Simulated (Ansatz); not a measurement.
A nudged elastic band was laid between two geometries of BCl₂H₃O (7 atoms, charge 0, multiplicity 1).

All numbers below come from RKS r2SCAN-D4/def2-SVP (Ansatz 0.2.0).

| Item | Value |
| --- | --- |
| movable images | 7 |
| climbing image | yes |
| spring | 5.0 eV/Å² |
| optimiser | quadratic models (default) |
| start path | through a guess of the saddle point |
| force threshold | 0.03 eV/Å |
| iteration limit | 60 |
| end points | relaxed |

First end point:

```xyz
7
Properties=species:S:1:pos:R:3
B 0.009 -0.110 0.157
Cl -0.073 0.565 1.860
H 1.041 0.096 -0.420
Cl -1.504 0.145 -0.846
O -0.037 -1.758 0.437
H -0.878 -2.055 0.037
H -0.142 -1.844 1.404
```

Last end point:

```xyz
7
Properties=species:S:1:pos:R:3
B -0.334 -0.317 -0.544
Cl 0.879 -0.515 3.098
H 0.365 0.605 -0.231
Cl -1.079 -0.383 -2.143
O -0.547 -1.312 0.346
H -1.123 -2.022 0.024
H 0.255 -1.018 2.078
```

Problem. Which bonds break or form, and what moves?

Solution. Bonds broken: B1–Cl2, O5–H7. Bonds formed: Cl2–H7. BCl2H3O becomes BClH2O + ClH.

Problem. What energy profile does the band end with?

Solution. The forces met the threshold. The highest image is number 2 of 0 to 8, 0.66 eV above the first end and 0.81 eV above the last; the last end lies 0.16 eV below the first. A vibrational analysis at the climbing image gives one clearly imaginary mode, 921i cm⁻¹: a first-order saddle point. The orbitals stay closed-shell, which can raise the energy where a bond breaks towards radicals; this wasn't checked here.

```
image  path coordinate (Å)  energy (eV)  B1–Cl2 (Å)  O5–H7 (Å)  Cl2–H7 (Å)
    0                 0.00         0.00        1.83       0.98        2.45
    1                 0.45         0.19        1.94       1.01        1.94
    2                 0.90         0.66        2.25       1.26        1.53
    3                 1.44         0.08        2.75       1.75        1.32
    4                 1.98        -0.12        3.24       2.07        1.29
    5                 2.52        -0.14        3.54       2.05        1.29
    6                 3.07        -0.14        3.70       1.98        1.30
    7                 3.61        -0.15        3.80       1.94        1.30
    8                 4.15        -0.16        3.84       1.93        1.30
```

Problem. What is the geometry of the highest image?

Solution. 
```xyz
7
Properties=species:S:1:pos:R:3
B -0.025 -0.320 -0.096
Cl -0.104 0.155 2.098
H 1.035 0.134 -0.407
Cl -1.509 0.202 -0.918
O -0.031 -1.742 0.325
H -0.899 -2.143 0.147
H -0.051 -1.246 1.481
```

Problem. What are the harmonic wavenumbers there?

Solution. 921i, 163, 343, 431, 487, 522, 739, 922, 953, 1083, 1111, 1186, 1535, 2724, 3756 cm⁻¹.

The band took 14 iterations and of the order of 7 core-minutes.

The run took 3.7 min on 2 threads of Arm Neoverse V1, with other jobs on the host, peak memory 0.16 GiB.
